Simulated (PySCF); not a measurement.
C5H13BSSi: full NMR table

```yaml
Formula: C5H13BSSi
SMILES: "[SiH3]S[C@@H]1BCCCC1"
Point_group_of_the_computed_structure: C1
Carbon_signals: 5
Proton_signals: 11
```

Bonds (- single, = double, # triple, : aromatic): Si1-S2, S2-C3, C3-B4, B4-C5, C5-C6, C6-C7, C7-C8, C8-C3. Si1 carries H9, H10, H11; C3 carries H12; B4 carries H13; C5 carries H14, H15; C6 carries H16, H17; C7 carries H18, H19; C8 carries H20, H21. Stereochemistry as in [SiH3]S[C@@H]1BCCCC1. H14, H17, H18, H21 are cis to S2 on the ring; H15, H16, H19, H20 are trans to S2 on the ring.

- shielding tensors at B97-2/pcSseg-1 (GIAO)
- geometry from PBE0-D3(BJ)/def2-SVP
- run in PySCF
- isolated molecule, no relativistic terms, one conformer, equivalent nuclei averaged

Chemical shifts δ = σref − σ; 1H (σ = 31.38 ppm), 13C (σ = 183.69 ppm), 29Si (σ = 357.41 ppm) against TMS; 11B (σ = 101.82 ppm) vs BF3·OEt2; 33S (σ = 499.83 ppm) vs CS2, all at this level.

| carbon | δC, type | δH (multiplicity) | HMBC from (2–3 bonds) | span of the C tensor (ppm) |
| --- | --- | --- | --- | --- |
| C3 | 43.2, CH | 1.92 (m) | H13, H9/H10/H11, H20, H14, H18, H21, H19, H15 | 38 |
| C5 | 30.9, CH2 | H14 1.99 (m); H15 0.82 (m) | H13, H12, H18, H16, H19, H17 | 44 |
| C6 | 25.1, CH2 | H16 1.71 (m); H17 1.23 (m) | H13, H20, H14, H18, H21, H19, H15 | 18 |
| C7 | 30.2, CH2 | H18 1.78 (m); H19 1.28 (m) | H20, H14, H12, H16, H21, H17, H15 | 9 |
| C8 | 36.4, CH2 | H20 2.06 (m); H21 1.54 (m) | H13, H12, H18, H16, H19, H17 | 34 |

Other nuclei:
| atoms | nucleus | environment | δ (ppm) | σ (ppm) |
| --- | --- | --- | --- | --- |
| H13 | 1H | hydrogen on a boron bonded to 2 C, in a 6-membered ring | 7.33 | 24.05 |
| H9/H10/H11 | 1H | hydrogen on a silicon bonded to S | 4.41 | 26.96 |
| Si1 | 29Si | silicon bonded to S, 3 H | -38.9 | 396.3 |
| B4 | 11B | boron bonded to 2 C, H, in a 6-membered ring | 83.5 | 18.3 |
| S2 | 33S | sulfur bonded to C, Si | -122 | 622.3 |

1. δC 43.2: sp3 CH bonded to B and S.
2. δC 36.4, 30.2, 25.1: sp3 CH2 in a ring; aliphatic region, no heteroatom directly attached.
3. δC 30.9: sp3 CH2 bonded to B.
4. δH 7.33: hydrogen on a boron bonded to 2 C, in a 6-membered ring.
5. δH 4.41: hydrogen on a silicon bonded to S.

Hydrogens on boron are broadened and split by 11B (spin 3/2, 80 %) and 10B (spin 3). A carbon bonded to boron is broadened by the quadrupolar boron nucleus and is often missing from a measured spectrum. Shifts are as computed. Against solution values, carbons near 30 ppm lie about +1 ppm off and those near 130 ppm about +2 ppm. Of 1211 compounds with measured shifts, 218 miss one by over three times the rms of a fit or turn the order of signals round; such compounds aren't used in these exercises. Multiplicities follow the n + 1 count of equivalent neighbours, as no J values were calculated; m marks all less simple cases, F and P coupling included.
